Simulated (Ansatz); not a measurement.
Basis-set extrapolation for `OC(O)[SiH2]Cl` (PBE0-D4/def2-TZVP geometry, frozen core, the Gaussian-basis code of Ansatz). Multiplicity 1, RHF reference.

|  | def2-TZVPP | def2-QZVPP |
| --- | --- | --- |
| HF | -939.084151 | -939.114919 |
| MP2 correlation | -0.960496 | -1.040568 |
| CCSD(T) correlation | -1.041645 | not run |

Energies in hartree. Use E(X) = E(∞) + A·exp(−7.88·√X) for Hartree–Fock and E(X) = E(∞) + B·X^(−2.97) for correlation, with X = 3 and 4, and add CCSD(T) minus MP2 of the smaller set to the MP2 limit.

**Question.** What is the CCSD(T) energy at the basis-set limit?

**Answer.** HF limit: -939.114919 + (-0.030768) × 0.13774 = -939.11916. MP2 limit: -1.040568 + (-0.080072) × 0.74074 = -1.09988. Higher-order term: -1.041645 − (-0.960496) = -0.08115. Total: -940.30019 hartree, 4.75 eV below CCSD(T)/def2-TZVPP.
